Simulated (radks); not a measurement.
The numbers below are computed, except where a source is named.
Sn6+, configuration [Kr] 4d(3/2: 4, 5/2: 3) 5p(1/2: 1, 3/2: 0) (not the ground configuration).

Level of theory: Dirac Kohn-Sham, BLYP, spin-unpolarised, spherical densities, finite nucleus; Fermi nuclear charge, rms radius 4.6519 fm (a radial shooting solver on a logarithmic mesh with Libxc functionals).

Energy parts (hartree):
total: -6168.07261
kinetic: 6495.71977
electron-nucleus: -14819.83136
Hartree: 2318.57351
exchange-correlation: -162.53454

Orbitals (lengths in bohr, moments of r in powers of bohr; r(max) is where P^2 peaks):
| orbital | occ. | eigenvalue (hartree) | r(max) | <r^4> | <r^2> |
|---|---|---|---|---|---|
| 1s1/2 | 2 | -1069.239 | 0.01877 | 3.406e-06 | 0.001143 |
| 2s1/2 | 2 | -164.4384 | 0.1062 | 0.0005911 | 0.01851 |
| 2p1/2 | 2 | -153.8556 | 0.08178 | 0.0003809 | 0.01376 |
| 2p3/2 | 4 | -145.3759 | 0.08631 | 0.0004477 | 0.01506 |
| 3s1/2 | 2 | -34.57782 | 0.3076 | 0.02641 | 0.1315 |
| 3p1/2 | 2 | -30.27986 | 0.2939 | 0.02560 | 0.1263 |
| 3p3/2 | 4 | -28.72896 | 0.3042 | 0.02905 | 0.1348 |
| 3d3/2 | 4 | -21.13305 | 0.2490 | 0.02473 | 0.1157 |
| 3d5/2 | 6 | -20.81246 | 0.2520 | 0.02573 | 0.1182 |
| 4s1/2 | 2 | -8.28277 | 0.7403 | 0.7775 | 0.7287 |
| 4p1/2 | 2 | -6.82355 | 0.7633 | 0.9774 | 0.8054 |
| 4p3/2 | 4 | -6.52598 | 0.7865 | 1.101 | 0.8554 |
| 4d3/2 | 4 | -4.18026 | 0.8502 | 2.056 | 1.123 |
| 4d5/2 | 3 | -4.13355 | 0.8581 | 2.132 | 1.144 |
| 5p1/2 | 1 | -2.41340 | 1.839 | 26.40 | 4.331 |
| 5p3/2 | 0 | -2.35438 | 1.888 | 28.91 | 4.537 |

The highest occupied level is 5p1/2 at -65.672 eV. The electron density at the nucleus is 1.912e+05 e/bohr^3.
